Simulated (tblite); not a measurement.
Compound: C9H6O2.
Numbering: `[O:1]=[CH:2][C:3]1=[CH:4][C:5]2=[CH:6][C:7]([OH:8])=[CH:9][C:10]2=[CH:11]1` (hydrogens: H12 on C2; H13 on C4; H14 on C6; H15 on O8; H16 on C9; H17 on C11)

Computed geometry: GFN2-xTB, gas phase.

(1) Give the optimised bond lengths and angles.

Results:

(1) 
```
   bond  length (Å)
  O1=C2       1.210
  C2–C3       1.446
  C3=C4       1.362
  C4–C5       1.446
  C5=C6       1.351
  C6–C7       1.474
  C7–O8       1.350
  C7=C9       1.354
 C9–C10       1.455
C10=C11       1.343
 C3–C11       1.491
 C5–C10       1.463
 C2–H12       1.109
 C4–H13       1.074
 C6–H14       1.074
 O8–H15       0.964
 C9–H16       1.073
C11–H17       1.074
```

A selection of angles:
```
     angle  degrees
  O1–C2–C3    125.5
  C2–C3–C4    126.9
 C2–C3–C11    123.8
 C4–C3–C11    109.2
  C3–C4–C5    107.2
  C4–C5–C6    144.0
 C4–C5–C10    107.4
 C6–C5–C10    108.7
  C5–C6–C7    107.1
  C6–C7–O8    119.8
  C6–C7–C9    110.6
  O8–C7–C9    129.6
 C7–C9–C10    106.6
C9–C10–C11    144.3
 C5–C10–C9    107.1
C5–C10–C11    108.7
C3–C11–C10    107.5
 H15–O8–C7    110.1
```

Torsions: O1–C2–C3–C4 180° (antiperiplanar); C2–C3–C4–C5 180° (antiperiplanar); C3–C4–C5–C6 180° (antiperiplanar); C4–C5–C6–C7 180° (antiperiplanar); C5–C6–C7–O8 180° (antiperiplanar); C6–C7–C9–C10 0° (synperiplanar); C7–C9–C10–C11 180° (antiperiplanar); C9–C10–C11–C3 180° (antiperiplanar); C2–C3–C11–C10 180° (antiperiplanar); C4–C5–C10–C9 180° (antiperiplanar); H15–O8–C7–C6 180° (antiperiplanar).

The 5-membered ring C5–C6–C7–C9–C10 has internal angles of 106.6° to 110.6° (sum 540°, against 540° for a flat polygon); it is planar, 0.00 Å rms from its mean plane, widest ring torsion 0°. The 11 heavy atoms lie in one plane (0.001 Å rms). The 10 C–C bonds span 1.343 Å (C10=C11, drawn double) to 1.491 Å (C3–C11, drawn single), a spread of 0.148 Å. The 2 C–O bonds span 1.210 Å (O1=C2, drawn double) to 1.350 Å (C7–O8, drawn single), a spread of 0.140 Å. The 5-membered ring C3–C4–C5–C10–C11 has internal angles of 107.2° to 109.2° (sum 540°, against 540° for a flat polygon); it is planar, 0.00 Å rms from its mean plane, widest ring torsion 0°. Of the pairs four or more bonds apart, O1···H17 is among the closest relative to their van der Waals radii: 2.83 Å, 104 % of the sum of Bondi's values.

Point group: Cs (tolerance 0.08 Å). Its GFN2-xTB frequencies are all real (lowest 64 cm⁻¹). One conformer, not necessarily the lowest (O1–C2–C3–C4 180°, C6–C7–O8–H 180°).

On AMD EPYC 7R43, one thread, no GPU (shared host), this took 0.24 s of wall time. These figures are those of the optimisation.
